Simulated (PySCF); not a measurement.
## Orbital energies and ionisation energy

C4H9BN2.
Geometry (PBE0-D3(BJ)/def2-SVP, Å), atoms numbered from 1 in this order:
```xyz
16
C4H9BN2 angstrom
C      3.120   -0.435   -0.012
C      1.728   -0.093   -0.253
C      0.560    0.192   -0.454
B     -0.920    0.552   -0.725
N     -1.297    0.906   -2.045
N     -1.858    0.526    0.337
C     -1.605    0.171    1.705
H      3.660    0.405    0.454
H      3.639   -0.686   -0.950
H      3.207   -1.302    0.662
H     -0.630    0.919   -2.800
H     -2.236    1.157   -2.318
H     -2.824    0.753    0.136
H     -1.897    0.972    2.409
H     -0.529   -0.010    1.839
H     -2.136   -0.749    2.013
```

Level: wB97X-D/def2-SVPD (PySCF). Frontier orbitals with their largest atomic shares (Löwdin; up to four atoms above 4 %):

```json
{"orbital": "HOMO−3", "ε (eV)": "-10.83", "main atoms": "N5 33 %, B4 18 %, N6 12 %, C3 10 %"}
{"orbital": "HOMO−2", "ε (eV)": "-9.13", "main atoms": "C3 40 %, C2 39 %, C1 8 %"}
{"orbital": "HOMO−1", "ε (eV)": "-9.00", "main atoms": "C3 33 %, C2 32 %, N5 15 %, C1 6 %"}
{"orbital": "HOMO", "ε (eV)": "-8.36", "main atoms": "?"}
{"orbital": "LUMO", "ε (eV)": "1.88", "main atoms": "B4 55 %, H12 8 %, H13 7 %, H11 6 %"}
{"orbital": "LUMO+1", "ε (eV)": "2.21", "main atoms": "C2 23 %, C3 23 %, B4 21 %, N6 8 %"}
{"orbital": "LUMO+2", "ε (eV)": "2.58", "main atoms": "C1 34 %, C2 12 %, H10 10 %, H8 9 %"}
```

Q: What vertical ionisation energy does ΔSCF give, and how far is −ε(HOMO) from it?

A: ΔSCF: 8.53 eV (823 kJ/mol; threshold wavelength 145 nm); ⟨S²⟩ of the doublet left behind is 0.769, against 0.75 for a pure doublet. −ε(HOMO) is 8.36 eV, 0.17 eV below it. For the exact functional −ε(HOMO) would equal the first vertical ionisation energy; wB97X-D (range-separated hybrid) comes within 0.17 eV of that here.

Q: On which atoms does the HOMO lie?

A: N6 (boron-bound nitrogen) 44 %, N5 (boron-bound nitrogen) 22 %, C7 (N-methyl carbon) 10 %, B4 (three-coordinate boron) 7 %. The HOMO−1 lies 0.64 eV lower.

Q: What kinetic energy would electrons from this vertical process carry with Lyman-α light (10.199 eV)?

A: 10.20 − 8.53 = 1.67 eV.

Q: What total energies stand behind the ΔSCF value?

A: E(N) = -291.94645 Eh and E(N − 1) = -291.63280 Eh at the same geometry, 0.31365 Eh apart.

Q: How many of the 10 lowest singlet excitations (vertical TDDFT, same level) lie below the ionisation energy?

A: All 10; they run from 5.80 to 7.75 eV.

Q: Shift the occupied levels rigidly so that −ε(HOMO) equals the ΔSCF value. What binding energies result?

A: The shift is +0.17 eV: HOMO 8.53, HOMO−1 9.17, HOMO−2 9.30, HOMO−3 11.00 eV. A rigid shift is only a rough guide to the deeper ionisations.

One conformer (not necessarily the lowest) at the PBE0-D3(BJ)/def2-SVP geometry, without solvent, vibrations or thermal averaging.

wB97X-D is run here without its empirical dispersion term; that term would change no orbital, density or response property at a fixed geometry.
